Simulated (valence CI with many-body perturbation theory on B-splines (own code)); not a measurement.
E1 transitions of Sc¹⁵⁺

Computed by configuration interaction combined with many-body perturbation theory (CI+MBPT): four valence electrons over a frozen Dirac-Fock core [He], a basis of 11 s, 11 p, 10 d, 8 f, 5 g, 2 h functions for each j, with the one-electron correlation potential Σ1, the two-electron term Σ2, the three-electron term Σ3, Breit, model QED; selected CI, second order for the rest, scaled by the run's own slope (own B-spline code, finite nucleus).

No measured levels were compared; by estimate levels of excited configurations hold to 0.05 to 0.15 % of their energy, terms of the ground configuration to about 0.5 %. Among the levels kept, up to 890 cm⁻¹ of a level comes from second order outside the variational space, and about a tenth of that is noise between levels of different J, which matters for small intervals.

Lines 51 to 100 of 570 in falling wavelength, among levels below 53.082 Ry, chosen from the strongest by gf and those to the six lowest levels. Wavelengths and rates use the calculated energies, so an error of 400 cm⁻¹ moves a line at 670.3 Å by 0.27 % and its rate by three times that or more. Electric multipoles are in the length gauge, E1 and E2 with the static RPA response of the core. Weak lines are less certain than strong ones. Lines between different terms over intervals too small for the method are left out, as are lines whose strength nearly cancels. Where a level lies close to another of its J and parity, the split of strength between their lines is uncertain. The highest levels of a list are the least certain.

Names give the largest LS component (configuration and term), which can be under half, so a name can repeat, a term be missing and a line seem to break the LS rules; names also repeat where a configuration has a term twice. Letters in brackets count levels of one name in rising energy.

| λ vac (Å) | Upper | Lower | A (s⁻¹) | S (a.u.) |
| --- | --- | --- | --- | --- |
| 670.3 | 2s2p²3d ³D_2 [b] | 2s2p²3p ³D°_2 [b] | 2.92e+08 | 2.17e-01 |
| 668.0 | 2s2p²3d ⁵D_4 | 2s2p²3p ⁵P°_3 | 6.55e+08 | 8.68e-01 |
| 667.6 | 2p³3d ⁵D°_1 | 2p³3p ⁵P_1 | 7.00e+08 | 3.09e-01 |
| 667.5 | 2s2p²3d ¹F_3 [b] | 2s2p²3p ¹D°_2 [b] | 8.22e+08 | 8.44e-01 |
| 667.1 | 2s2p²3d ⁵D_1 | 2s2p²3p ⁵P°_1 | 4.84e+08 | 2.13e-01 |
| 666.7 | 2p³3d ⁵D°_2 | 2p³3p ⁵P_1 | 3.85e+08 | 2.81e-01 |
| 664.8 | 2s²2p3p ³D_3 | 2s²2p3s ³P°_2 | 1.01e+09 | 1.02e+00 |
| 663.2 | 2s2p²3d ⁵F_1 | 2s2p²3p ⁵D°_0 | 5.16e+08 | 2.23e-01 |
| 661.1 | 2s2p²3p ³F°_3 | 2s2p²3s ³D_2 | 1.02e+09 | 1.02e+00 |
| 659.0 | 2s2p²3d ⁵D_3 | 2s2p²3p ⁵P°_2 | 6.49e+08 | 6.42e-01 |
| 657.6 | 2s2p²3d ³G_4 | 2s2p²3p ³F°_3 | 9.65e+08 | 1.22e+00 |
| 654.4 | 2s2p²3p ³P°_1 [c] | 2s2p²3s ³P_0 [b] | 5.59e+08 | 2.32e-01 |
| 653.1 | 2s2p²3p ⁵D°_4 | 2s2p²3s ⁵P_3 | 1.23e+09 | 1.52e+00 |
| 652.6 | 2s2p²3d ¹D_2 [c] | 2s2p²3p ¹P°_1 [c] | 6.72e+08 | 4.61e-01 |
| 651.4 | 2s2p²3p ³P°_2 [c] | 2s2p²3s ³P_1 [b] | 9.95e+08 | 6.78e-01 |
| 649.9 | 2s2p²3d ⁵F_2 | 2s2p²3p ⁵D°_1 | 4.84e+08 | 3.28e-01 |
| 648.2 | 2s2p²3d ⁵D_4 | 2s2p²3p ⁵D°_4 | 3.63e+08 | 4.39e-01 |
| 648.2 | 2s2p²3p ³D°_1 [c] | 2s2p²3s ³S_1 | 6.90e+08 | 2.78e-01 |
| 647.3 | 2s2p²3p ⁵D°_3 | 2s2p²3s ⁵P_2 | 1.12e+09 | 1.05e+00 |
| 645.9 | 2s2p²3d ³D_3 [e] | 2s2p²3p ³P°_2 [d] | 5.86e+08 | 5.46e-01 |
| 643.4 | 2s2p²3d ³F_2 [c] | 2s2p²3p ³D°_1 [c] | 7.93e+08 | 5.21e-01 |
| 641.1 | 2s²2p3d ³F°_4 | 2s²2p3p ³D_3 | 1.00e+09 | 1.17e+00 |
| 639.7 | 2s2p²3p ⁵D°_2 | 2s2p²3s ⁵P_1 | 8.21e+08 | 5.30e-01 |
| 639.5 | 2s2p²3p ³P°_2 [d] | 2s2p²3s ³P_2 [b] | 9.70e+08 | 6.26e-01 |
| 637.6 | 2s2p²3p ³F°_4 | 2s2p²3s ³D_3 | 1.35e+09 | 1.56e+00 |
| 637.6 | 2s2p²3d ³F_4 [b] | 2s2p²3p ³F°_4 | 3.02e+08 | 3.48e-01 |
| 637.3 | 2s²2p3p ³D_2 | 2s²2p3s ³P°_1 | 1.02e+09 | 6.48e-01 |
| 634.1 | 2s2p²3p ⁵P°_3 | 2s2p²3s ⁵P_3 | 1.10e+09 | 9.72e-01 |
| 632.1 | 2s2p²3p ³P°_1 [d] | 2s2p²3s ³P_2 [b] | 8.27e+08 | 3.09e-01 |
| 630.7 | 2s2p²3d ¹D_2 [b] | 2s2p²3p ³P°_1 [d] | 3.46e+08 | 2.14e-01 |
| 630.5 | 2s2p²3p ¹D°_2 [a] | 2s2p²3s ³D_1 | 4.16e+08 | 2.57e-01 |
| 626.3 | 2s2p²3d ³G_3 | 2s2p²3p ³F°_2 | 8.79e+08 | 7.46e-01 |
| 625.1 | 2s2p²3d ³D_2 [c] | 2s2p²3p ³P°_1 [c] | 9.55e+08 | 5.76e-01 |
| 625.1 | 2s²2p3d ³F°_3 | 2s²2p3p ³D_2 | 1.04e+09 | 8.80e-01 |
| 624.7 | 2s2p²3d ¹F_3 [a] | 2s2p²3p ¹F°_3 | 2.31e+08 | 1.95e-01 |
| 623.4 | 2s2p²3d ³S_1 | 2s2p²3p ³P°_2 [b] | 5.44e+08 | 1.95e-01 |
| 622.5 | 2s²2p3d ³D°_3 | 2s²2p3p ³P_2 | 7.01e+08 | 5.84e-01 |
| 620.3 | 2s2p²3d ⁵D_3 | 2s2p²3p ⁵D°_3 | 2.50e+08 | 2.06e-01 |
| 619.7 | 2s²2p3p ¹P_1 | 2s²2p3s ³P°_0 | 7.81e+08 | 2.75e-01 |
| 617.5 | 2s2p²3p ⁵P°_1 | 2s2p²3s ⁵P_2 | 1.00e+09 | 3.49e-01 |
| 617.1 | 2s2p²3d ³D_2 [d] | 2s2p²3p ¹P°_1 [b] | 6.66e+08 | 3.86e-01 |
| 611.8 | 2s2p²3d ³F_3 [b] | 2s2p²3p ³F°_3 | 2.57e+08 | 2.03e-01 |
| 611.3 | 2s²2p3d ³D°_1 | 2s²2p3p ³P_0 | 5.56e+08 | 1.88e-01 |
| 610.0 | 2s2p²3p ⁵P°_2 | 2s2p²3s ⁵P_2 | 5.62e+08 | 3.15e-01 |
| 605.1 | 2s2p²3p ³D°_2 [c] | 2s2p²3s ³S_1 | 1.30e+09 | 7.08e-01 |
| 604.2 | 2s²2p3p ³S_1 | 2s²2p3s ³P°_2 | 1.28e+09 | 4.19e-01 |
| 601.3 | 2s²2p3d ³D°_2 | 2s²2p3p ³P_1 | 8.26e+08 | 4.43e-01 |
| 599.5 | 2s2p²3d ³P_2 [c] | 2s2p²3p ³S°_1 [b] | 3.75e+08 | 2.00e-01 |
| 599.4 | 2s2p²3d ³D_3 [e] | 2s2p²3p ³D°_3 [c] | 3.40e+08 | 2.53e-01 |
| 598.5 | 2s2p²3d ¹G_4 | 2s2p²3p ³D°_3 [b] | 2.35e+08 | 2.24e-01 |
